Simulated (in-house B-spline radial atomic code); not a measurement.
RPA and G0W0 on LDA VWN5: Sr8+

Configuration [Ar] 3d10 4s2, mean-field start LDA VWN5. Computed with a B-spline radial code for spherical atoms: all electrons, non-relativistic, point nucleus, each spin shell either full or empty, empty states to l = 9 with an (l + 1/2)⁻⁴ tail; G0W0 by contour deformation at full frequency.

Without relativity these are model numbers: it shifts the levels of so heavy an element strongly and can reorder them.

Command:
```bash
python run_gw.py task.json out
```
Settings (radii: box in bohr, nucleus in fm):
```
Z                        38
electrons                30
configuration            [Ar] 3d10 4s2
hamiltonian              nr
method                   lda,vwn
lmax                     9
spin_polarised           False
box_radius               7.7
intervals                49
ion_configuration        [Ar] 3d10 4s1
```

Run time, properties included: 2.9 s on 1 thread of Intel(R) Xeon(R) 6975P-C, on a shared host.

Energies (hartree):

```
                                     term        value
                         mean-field total  -3111.03793
Hartree-Fock functional on these orbitals  -3113.44563
                      direct second order      -2.6035
                    second-order exchange      0.75965
                         SOSEX correction      0.70127
```

(1) What is the RPA correlation energy, and what remains with SOSEX?

Quasi-particle levels (eV):

```tsv
level	occupied	mean field	Σx - vxc	Σc	QP weight	G0W0
4s	yes	-148.68	-5.21	?	?	?
3d	yes	-258.16	-23.74	3.66	0.957	-278.24
4p	no	-128.56	9.93	-2.07	0.964	-120.70
```

G0W0 = mean field + (Σx - vxc) + Σc, with Σc (partial-wave tail included) taken at the quasi-particle energy. Only the outer levels were computed. Levels of low weight are left out.

(2) Where does G0W0 put 4s?

(3) What does it cost to remove one electron (to [Ar] 3d10 4s1) by differences of total energies, each species on its own start (correlation terms add to the Hartree-Fock functional)?

Results:

(1) RPA gives -2.3075 hartree (-2.09 eV per electron); RPA + SOSEX gives -1.6063, and the second-order doubles -1.8438 hartree (no singles). RPA lacks exchange-type terms and so overcorrelates at short range.

(2) At -156.70 eV, with Σc = -2.81 eV and a quasi-particle weight of 0.967. The tabulated removal energy is 158.33 ± 0.25 eV (NIST, semi-empirical); the calculation leaves out relativity, Breit and QED terms, and what these don't explain is the method's own error.

(3) LDA VWN5 157.01 eV, Hartree-Fock functional 153.49 eV, + RPA 156.47 eV, + RPA + SOSEX 155.77 eV, + second order 156.77 eV. Tabulated: 158.33 ± 0.25 eV (NIST, semi-empirical); the calculation leaves out relativity, Breit and QED terms, and what these don't explain is the method's own error.
